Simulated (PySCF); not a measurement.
In(H)(Br)(Me) (CH₄BrIn), SMILES [CH3][InH][Br].

Coordinates come from a PBE0-D3(BJ)/def2-SVP optimisation. The structure was generated by enumeration; whether it is a known compound was not checked. The def2 effective core potentials stand for the cores of In; spin–orbit coupling is left out.

The numbers are results of PySCF with PBE0-D3(BJ)/def2-SVP, not measurements.

Frequencies are harmonic and unscaled.

A small imaginary wavenumber (i) marks a very flat motion, where grid noise or a shallow saddle decides the sign.

Q: Estimate the vibrational spectrum. (The exact figures need the calculation; the answer reports its results.)

A: 
| mode | ν (cm⁻¹) | IR (km/mol) | moving atoms (share of kinetic energy) |
|---|---|---|---|
| 1 | 12i | 0.0 | H 98 % |
| 2 | 102 | 2.6 | C 48 %, H 24 %, In 15 %, Br 12 % |
| 3 | 243 | 33.8 | Br 60 %, In 39 % |
| 4 | 361 | 30.7 | H 96 % |
| 5 | 480 | 109.0 | H 79 %, C 15 % |
| 6 | 524 | 4.8 | C 55 %, H 38 % |
| 7 | 709 | 40.9 | H 84 %, C 15 % |
| 8 | 742 | 77.2 | H 83 %, C 16 % |
| 9 | 1186 | 0.1 | H 82 %, C 18 % |
| 10 | 1424 | 2.2 | H 95 % |
| 11 | 1427 | 2.5 | H 95 % |
| 12 | 1825 | 197.1 | H 99 % |
| 13 | 3070 | 2.7 | H 98 % |
| 14 | 3183 | 0.8 | H 91 %, C 9 % |
| 15 | 3202 | 0.6 | H 90 %, C 10 % |
